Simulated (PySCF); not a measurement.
PySCF input file for Al(Cl)(I)(OH) (AlClHIO), SMILES [OH][Al]([Cl])[I], IEF-PCM-PBE0/def2-SVP. Geometry optimised at B3LYP-D3(BJ)/def2-SVP. The def2 effective core potentials stand for the cores of I; spin–orbit coupling is left out. One conformer was computed; it need not be the lowest.

```python
import numpy as np
from pyscf import gto, scf, dft
from pyscf.solvent import pcm

mol = gto.M(
    atom='''
    Al    0.44730419   -1.06545579    0.00000000
    Cl   -1.05191275   -2.51995414   -0.00000000
    I    -0.13507935    1.33207459   -0.00000000
    O     2.04844851   -1.60634459   -0.00000000
    H     2.83917967   -1.05905091   -0.00000000
    ''',
    basis='def2-SVP',
    ecp={'I': 'def2-svp'},
    charge=0,
    spin=0,
    max_memory=1600,
    verbose=3,
)
mf = dft.RKS(mol, xc='pbe0').density_fit(auxbasis='def2-universal-jkfit')
mf.grids.level = 3
mf.conv_tol = 1e-9
mf.max_cycle = 100
mf.kernel()
res = {}
for name, eps in {'water': 78.355, '2-propanol': 19.264, 'benzene': 2.2706}.items():
    s = mf.PCM()
    s.with_solvent.method, s.with_solvent.eps, s.with_solvent.lebedev_order = 'IEF-PCM', eps, 29
    s.kernel(mf.make_rdm1())
    res[name] = (s.e_tot, eps, s.dip_moment(), s.mo_energy, s.converged)
    print(f'{name}: electrostatic solvation free energy {(s.e_tot - mf.e_tot) * 627.509474:.3f} kcal/mol')
```

Program output:

```
converged SCF energy = -1075.73137806603

WARN: PCM is an experimental feature. It is still in testing.
Features and APIs may be changed in the future.

converged SCF energy = -1075.74303129815
Dipole moment(X, Y, Z, Debye):  2.14281,  1.13089, -0.00000
water: electrostatic solvation free energy -7.313 kcal/mol

WARN: PCM is an experimental feature. It is still in testing.
Features and APIs may be changed in the future.

converged SCF energy = -1075.74224703108
Dipole moment(X, Y, Z, Debye):  2.10808,  1.12738, -0.00000
2-propanol: electrostatic solvation free energy -6.820 kcal/mol

WARN: PCM is an experimental feature. It is still in testing.
Features and APIs may be changed in the future.

converged SCF energy = -1075.73639774816
Dipole moment(X, Y, Z, Debye):  1.85826,  1.09310,  0.00000
benzene: electrostatic solvation free energy -3.150 kcal/mol
```

The calculation finished and met its thresholds.

Cost: about 40 core-seconds (a rough figure).
